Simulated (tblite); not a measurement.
Species: C3H8BrClSi3.
SMILES with atom numbers: `[CH:1]#[C:2][Si@H:3]([SiH2:4][Br:5])[SiH2:6][CH2:7][Cl:8]` (hydrogens: H9 on C1; H10 on Si3; H11, H12 on Si4; H13, H14 on Si6; H15, H16 on C7)

Computed with GFN2-xTB (tblite), gas phase: L-BFGS steps from a force-field or distance-geometry start until the largest atomic force falls under 0.01 eV/Å.

Step 30: E = -660.4323 eV
```
atom  x, y, z in Å  |  force x, y, z in eV/Å
C1      0.0705    1.6414    2.6874    0.001   0.009   0.022
C2     -0.3579    1.2191    1.6457   -0.032   0.029  -0.003
Si3    -1.0066    0.6065    0.0205   -0.013   0.034   0.025
Si4    -1.9119   -1.4826    0.4904   -0.008  -0.013  -0.019
Br5    -2.6926   -2.2408   -1.4708   -0.008  -0.043  -0.041
Si6     0.6677    0.6855   -1.5925   -0.036   0.010  -0.023
C7      2.2007   -0.1250   -0.7874    0.057  -0.034   0.022
Cl8     1.8009   -1.8356   -0.4475    0.009   0.031   0.020
H9      0.4338    2.0138    3.6033    0.010  -0.028  -0.016
H10    -2.1168    1.5229   -0.3115   -0.001   0.030   0.002
H11    -0.9947   -2.5295    0.9144    0.004  -0.043   0.018
H12    -3.1112   -1.5616    1.3213    0.002   0.021   0.037
H13     0.3592   -0.1159   -2.7759   -0.010  -0.009  -0.045
H14     1.0982    2.0181   -2.0335    0.004   0.023   0.023
H15     3.0700   -0.1293   -1.4391    0.019  -0.026   0.005
H16     2.4829    0.3220    0.1638    0.003   0.009  -0.027
```

Step 31: E = -660.4331 eV
```
atom  x, y, z in Å  |  force x, y, z in eV/Å
C1      0.0702    1.6399    2.6879   -0.004   0.003   0.005
C2     -0.3587    1.2197    1.6451   -0.025   0.027   0.005
Si3    -1.0060    0.6045    0.0183   -0.012   0.061   0.063
Si4    -1.9107   -1.4837    0.4908   -0.020  -0.027  -0.039
Br5    -2.6937   -2.2452   -1.4710    0.001  -0.032  -0.014
Si6     0.6674    0.6865   -1.5940   -0.024   0.010  -0.019
C7      2.2006   -0.1229   -0.7894    0.067  -0.081   0.040
Cl8     1.7978   -1.8334   -0.4414    0.009   0.058   0.016
H9      0.4346    2.0115    3.6044   -0.001  -0.037  -0.040
H10    -2.1161    1.5224   -0.3125    0.003   0.022   0.002
H11    -0.9962   -2.5329    0.9154    0.001  -0.038   0.018
H12    -3.1101   -1.5565    1.3224    0.004   0.017   0.032
H13     0.3607   -0.1122   -2.7786   -0.014  -0.017  -0.057
H14     1.0972    2.0202   -2.0304    0.006   0.034   0.017
H15     3.0715   -0.1354   -1.4389    0.007  -0.010  -0.004
H16     2.4839    0.3263    0.1604    0.001   0.010  -0.025
```

**Question.** Estimate the geometry and energy of step 32. (The exact step hangs on the optimiser's Hessian estimate; all steps are aligned on step 31, rigid shifts and turns removed.)

**Answer.** E = -660.4344 eV, largest force 0.136 eV/Å
```
atom  x, y, z in Å  |  force x, y, z in eV/Å
C1      0.0696    1.6367    2.6883   -0.011  -0.006  -0.023
C2     -0.3598    1.2202    1.6437   -0.014   0.024   0.017
Si3    -1.0046    0.6017    0.0155   -0.013   0.079   0.095
Si4    -1.9091   -1.4861    0.4911   -0.031  -0.045  -0.056
Br5    -2.6959   -2.2533   -1.4707    0.013  -0.016   0.023
Si6     0.6673    0.6891   -1.5971    0.006   0.002  -0.010
C7      2.2013   -0.1204   -0.7922    0.059  -0.114   0.046
Cl8     1.7909   -1.8276   -0.4295    0.009   0.076   0.015
H9      0.4354    2.0066    3.6056   -0.011  -0.042  -0.055
H10    -2.1148    1.5209   -0.3140    0.005   0.014   0.001
H11    -0.9995   -2.5398    0.9182   -0.010  -0.022   0.013
H12    -3.1084   -1.5474    1.3249    0.012   0.010   0.020
H13     0.3639   -0.1052   -2.7848   -0.016  -0.022  -0.064
H14     1.0962    2.0252   -2.0252    0.008   0.040   0.010
H15     3.0739   -0.1468   -1.4391   -0.009   0.012  -0.015
H16     2.4861    0.3350    0.1539    0.004   0.010  -0.018
```

The energy changes by -0.0013 eV. The first-order estimate −F·Δx gives -0.0017 eV and the mean of the old and new forces, exact on a quadratic surface, -0.0013 eV. The step makes an angle of 75° with the force vector and moves no atom by more than 0.015 Å.

What follows is the cost of the whole relaxation. Time: 1.2 s wall. Hardware: Arm Neoverse V1, one thread, no GPU, shared host with 32 logical CPUs at a one-minute load of 10.
